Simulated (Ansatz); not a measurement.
`C[CH]1[CH2][AlH]1`. The species carries charge 0 and has multiplicity 1. All single points use the PBE0-D4/def2-TZVP geometry.

```xyz
11

C    -1.217    0.380    0.718
C     0.251    0.212    0.408
C     0.665   -1.033   -0.475
Al    1.240    0.645   -1.174
H    -1.417    1.335    1.209
H    -1.830    0.350   -0.189
H    -1.583   -0.419    1.376
H     0.857    0.251    1.317
H    -0.190   -1.506   -0.964
H     1.280   -1.788    0.011
H     1.944    1.572   -2.237
```

Question: What is the dipole moment at B3LYP/def2-TZVPP? (Estimate.)

Answer: Computed: 0.81 D, with components (0.43, 0.57, -0.38) D in this frame, pointing from negative to positive charge.

Question: And with PBE, r2SCAN, ωB97M-V? (Estimate.)

Answer: Computed: PBE 0.60 D, r2SCAN 0.68 D, ωB97M-V 0.92 D.

Question: Give the Mulliken charges with B3LYP, PBE, ωB97M-V in def2-TZVPP. (An estimate is asked.)

Answer: Ansatz gave: 
```tsv
atom	B3LYP	PBE	ωB97M-V
C1	-0.23	-0.23	-0.30
C2	-0.13	-0.11	-0.19
C3	-0.30	-0.26	-0.34
Al4	0.35	0.26	0.36
H5	0.08	0.08	0.10
H6	0.05	0.06	0.07
H7	0.07	0.07	0.10
H8	0.05	0.05	0.08
H9	0.06	0.06	0.08
H10	0.07	0.07	0.09
H11	-0.08	-0.06	-0.06
```

B3LYP here is the variant with VWN-RPA as its local correlation; programs differ in this.
